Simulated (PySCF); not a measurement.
C4H9O, SMILES CCC[CH]O, multiplicity 2. Coordinates come from a PBE-D3(BJ)/def2-SVP optimisation. The isomer is the one that the SMILES or the coordinates give; other isomers of the formula were not compared. The values are those of a single conformer.

These are PBE-D3(BJ)/def2-SVP run with PySCF values and carry that method's errors.

Harmonic wavenumbers (cm⁻¹): 100, 103, 226, 245, 327, 374, 496, 580, 730, 835, 856, 973, 1032, 1053, 1058, 1180, 1197, 1231, 1247, 1281, 1309, 1345, 1382, 1416, 1417, 1419, 1429, 2936, 2961, 2967, 2999, 3019, 3045, 3047, 3054, 3729. Rotational constants (GHz): 13.90, 2.304, 2.166; symmetry number 1.

Problem. Work out the zero-point energy and the ideal-gas rigid-rotor harmonic-oscillator thermochemistry at 298.15 K and 1 atm.

Solution. ZPE = ½ Σ hcν = ½ × 52599 cm⁻¹ = 75.19 kcal/mol. H − E(el) = 80.14 kcal/mol. Entropy in cal/(mol K): translation 38.78, rotation 25.94, vibration 15.31, spin 1.38, total 81.42. G − E(el) = 55.86 kcal/mol. Cp = 25.94 cal/(mol K). Modes under 150 cm⁻¹ make the vibrational entropy uncertain.
